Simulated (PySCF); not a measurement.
## C7H5S: g tensor and hyperfine couplings

C7H5S (doublet state).
Atom-mapped SMILES: `[CH2:1][C:2]#[C:3][c:4]1[cH:5][cH:6][cH:7][s:8]1` (hydrogens: H9, H10 on C1; H11 on C5; H12 on C6; H13 on C7)

Structure used (GFN2-xTB), in Å, numbered top down from 1:
```
atom  x, y, z in Å
C1     3.648    0.088   -0.415
C2     2.322    0.113   -0.324
C3     1.086    0.111   -0.248
C4    -0.270    0.143   -0.152
C5    -1.181   -0.863   -0.460
C6    -2.507   -0.485   -0.244
C7    -2.633    0.792    0.228
S8    -1.120    1.579    0.421
H9     4.167   -0.788   -0.764
H10    4.236    0.946   -0.141
H11   -0.870   -1.825   -0.825
H12   -3.349   -1.129   -0.428
H13   -3.533    1.320    0.474
```

The hyperfine couplings belong to this conformer and change with its torsions.

Method used: PySCF, UKS B3LYP, pcH-1 on C H S, non-relativistic, mean-field spin-orbit, GIAO. Geometry: GFN2-xTB; no solvent, vibrations or thermal averaging. Couplings are sensitive to structure, and on GFN2-xTB geometries they can be far from those on DFT ones. Stability of the SCF solution: not tested. ⟨S²⟩ is 0.785 where a pure state has 0.75.

```json
{
  "g1, g2, g3": "2.00220, 2.00247, 2.00448",
  "g_iso": "2.00305",
  "Form of g": "close to axial: the two nearest values differ by 12 % of g3 − g1",
  "⟨S²⟩": "0.7855 (exact 0.7500)",
  "HOMO–LUMO gap, α and β orbitals": "4.13, 4.10 eV",
  "Total energy": "-667.85801 Eh",
  "Basis functions": "260"
}
```

Hyperfine couplings atom by atom, in MHz; T1 to T3 are the principal values of the dipolar part:

```json
{"atom": "C1", "isotope": "13C", "a_iso": "47.7", "of which spin–orbit": "-0.1", "T1": "-45.5", "T2": "-44.5", "T3": "90.0", "Mulliken spin population": "0.60"}
{"atom": "C2", "isotope": "13C", "a_iso": "-53.9", "of which spin–orbit": "0.0", "T1": "-19.5", "T2": "-0.5", "T3": "20.0", "Mulliken spin population": "-0.22"}
{"atom": "C3", "isotope": "13C", "a_iso": "40.3", "of which spin–orbit": "-0.1", "T1": "-39.2", "T2": "-28.3", "T3": "67.5", "Mulliken spin population": "0.44"}
{"atom": "C4", "isotope": "13C", "a_iso": "-33.1", "of which spin–orbit": "0.0", "T1": "-19.6", "T2": "8.1", "T3": "11.5", "Mulliken spin population": "-0.15"}
{"atom": "C5", "isotope": "13C", "a_iso": "24.3", "of which spin–orbit": "0.0", "T1": "-19.3", "T2": "-19.0", "T3": "38.2", "Mulliken spin population": "0.25"}
{"atom": "C6", "isotope": "13C", "a_iso": "-17.5", "of which spin–orbit": "0.0", "T1": "-10.9", "T2": "4.8", "T3": "6.1", "Mulliken spin population": "-0.09"}
{"atom": "C7", "isotope": "13C", "a_iso": "21.1", "of which spin–orbit": "0.1", "T1": "-19.3", "T2": "-18.4", "T3": "37.7", "Mulliken spin population": "0.22"}
{"atom": "S8", "isotope": "33S", "a_iso": "2.3", "of which spin–orbit": "-0.1", "T1": "-5.7", "T2": "-2.6", "T3": "8.4", "Mulliken spin population": "0.04"}
{"atom": "H9", "isotope": "1H", "a_iso": "-40.8", "of which spin–orbit": "0.0", "T1": "-20.9", "T2": "-0.5", "T3": "21.4", "Mulliken spin population": "-0.03"}
{"atom": "H10", "isotope": "1H", "a_iso": "-40.6", "of which spin–orbit": "0.0", "T1": "-21.1", "T2": "-0.4", "T3": "21.5", "Mulliken spin population": "-0.03"}
{"atom": "H11", "isotope": "1H", "a_iso": "-16.2", "of which spin–orbit": "0.0", "T1": "-7.7", "T2": "-1.2", "T3": "8.9", "Mulliken spin population": "-0.01"}
{"atom": "H12", "isotope": "1H", "a_iso": "4.4", "of which spin–orbit": "0.0", "T1": "-2.0", "T2": "-0.2", "T3": "2.1", "Mulliken spin population": "0.00"}
{"atom": "H13", "isotope": "1H", "a_iso": "-15.2", "of which spin–orbit": "0.0", "T1": "-9.3", "T2": "-0.5", "T3": "9.8", "Mulliken spin population": "-0.01"}
```

Largest spin populations (Mulliken): C1 (+0.60), C3 (+0.44), C5 (+0.25) and C2 (-0.22). Four atoms exceed +0.15. The positive populations add up to 1.54 and the negative ones to -0.54, together 2S = 1. The angles at C1 add up to 360.0°, so it is planar.

C1, the radical centre as drawn in `[CH2]C#Cc1cccs1`, holds a spin population of +0.60 out of 1.

Axes: g1 is normal to the molecular plane and g3 points within 5° of the C1–H9 bond.

Under fast tumbling the dipolar parts average out, and these isotropic splittings remain: 1 × 1H (H9, I = 1/2, 2 lines) with 1.45 mT, 1 × 1H (H10, I = 1/2, 2 lines) with 1.45 mT, 1 × 1H (H11, I = 1/2, 2 lines) with 0.58 mT, 1 × 1H (H13, I = 1/2, 2 lines) with 0.54 mT and 1 × 1H (H12, I = 1/2, 2 lines) with 0.16 mT.

H9 and H10 aren't averaged: C1 is flat or nearly so (angle sum 360°), and its turn about the short C1–C2 bond (1.33 Å) is taken as slow.

The 13C coupling of C2 (-53.9 MHz) shows only in satellite lines or after enrichment, since that isotope makes up about 1.07 % of natural carbon.

Examples of negative spin density at the nucleus (bohr⁻³): C2 (-0.0479), C4 (-0.0294) and C6 (-0.0156).
